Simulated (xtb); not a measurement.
C$_{2}$H$_{3}$O (SMILES [CH-]1CO1), charge -1, singlet, geometry from GFN2-xTB. Base run: GFN2-xTB in xtb.

Geometry (Å):
```xyz
6

C      0.1276     0.8391    -0.4059
O      0.0131    -0.0045     0.8367
C      0.0127    -0.6325    -0.4052
H     -0.9355     1.2490    -0.5823
H     -0.9134    -1.1977    -0.6399
H      0.9030    -1.2548    -0.6049
```
Charge -1, spin multiplicity 1.
All else is at xtb's defaults.
Base energy -9.94777 Eh.

Each row names what was changed in the base input (with any setting that the change needs).

```
change        ΔE vs base (mEh)  HOMO-LUMO gap (eV)  SCF cycles
------------  ----------------  ------------------  ----------
base                     0.000                6.77          11
etemp = 3000             0.000                6.77          11
acc = 30                 0.001                6.76           8
acc = 0.0001             0.000                6.77          17
alpb = water            -109.3                6.82          11
```

ALPB and GBSA are two models with their own fitted parameters for each solvent, which aren't always the measured dielectric constant.
